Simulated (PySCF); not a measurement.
CH3, SMILES [CH3+], charge +1. Atoms are numbered in the order given.

```xyz
4

C      0.0000     0.0000     0.0000
H      1.0934     0.0000     0.0000
H     -0.5467     0.9469     0.0000
H     -0.5467    -0.9469     0.0000
```
Charge +1, spin multiplicity 1.

Geometry: ωB97X-D3(BJ)/def2-TZVPD.

Level of theory: SMD-B3LYP/def2-SVP (PySCF).

Solvation free energies are E(SMD) − E(gas) at the gas-phase geometry, for 1 M in both phases.

**Question.** Estimate the solvation free energies in water, N,N-dimethylformamide, chlorobenzene. (Estimate from the structure and the level; the computed values follow.)

**Answer.** 
```
solvent                ΔG(solv) (kcal/mol)  its non-electrostatic (CDS) part
---------------------  -------------------  --------------------------------
water                                -82.1                               3.9
N,N-dimethylformamide                -82.0                               2.7
chlorobenzene                        -70.0                               1.9
```
